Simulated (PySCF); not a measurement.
**Telling isomers of C8H16BP apart by NMR**

PySCF 2.14 calculation with structure optimised with PBE0-D3(BJ)/def2-SVP and PBE0/pcSseg-1 with gauge-including orbitals; one averaged value for each set of equivalent atoms, no solvent model, relativity neglected, a single conformation.

Referencing at the same level of theory: TMS for ¹H (σref 31.27) and ¹³C (σref 184.41). Splittings of carbon signals by F and P are missing where no couplings were computed. Where no couplings were computed, multiplicities follow the n + 1 count of equivalent neighbours, and m marks all less simple cases (inequivalent or close neighbours, rings, F or P nearby). Couplings to H on boron are left out. Carbons bonded to boron are broad in practice. Shifts are as computed. Against solution values, carbons near 30 ppm lie about +2 ppm off and those near 130 ppm about +5 ppm. Of 1313 compounds with measured shifts, 239 miss one by over three times the rms of a fit or turn the order of signals round; such compounds aren't used in these exercises.

(1) Tabulate the signals of `[BH3-][P@@H+]1C=CC(C(C)C)=C1C`, `[BH3-][P@+]1(C(C)(C)C)C=C1C=C` and their relative energies.

(2) What is the quickest way to tell [BH3-][P@@H+]1C=CC(C(C)C)=C1C from [BH3-][P@+]1(C(C)(C)C)C=C1C=C?

Answers

(1) 
```json
{"SMILES": "[BH3-][P@@H+]1C=CC(C(C)C)=C1C", "carbon types": "2×C 3×CH 3×CH3", "δC": "164.5, 151.3, 138.3, 132.1, 30.9, 22.6, 22.1, 11.7", "δH": "7.18 (m, 1H), 6.52 (m, 1H), 5.81 (m, 1H), 2.74 (m, 1H), 2.12 (m, 3H), 1.11 (d, 3H), 1.09 (d, 3H), 1.05 (br, 3H)", "E rel. (kcal/mol)": "0.0"}
{"SMILES": "[BH3-][P@+]1(C(C)(C)C)C=C1C=C", "carbon types": "2×C 2×CH 1×CH2 3×CH3", "δC": "147.8, 141.6, 132.1, 130.6, 34.9, 29.2", "δH": "7.93 (m, 1H), 6.98 (m, 1H), 6.31 (m, 1H), 6.27 (m, 1H), 1.08 (br, 3H), 1.03 (m, 9H)", "E rel. (kcal/mol)": "35.6"}
```

Energies are electronic energies at PBE0/pcSseg-1 on these geometries, without zero-point or thermal terms, each for the one conformer computed, which needn't be the lowest.

(2) Count the carbon signals: 8 against 6. The first has an allylic sp3 CH at 30.9 ppm, the second a terminal =CH2 carbon at 141.6 ppm. Their most deshielded carbons lie at 164.5 and 147.8 ppm. In the proton spectra the most deshielded non-exchanging signals are 7.18 (m, 1H) and 7.93 (m, 1H).
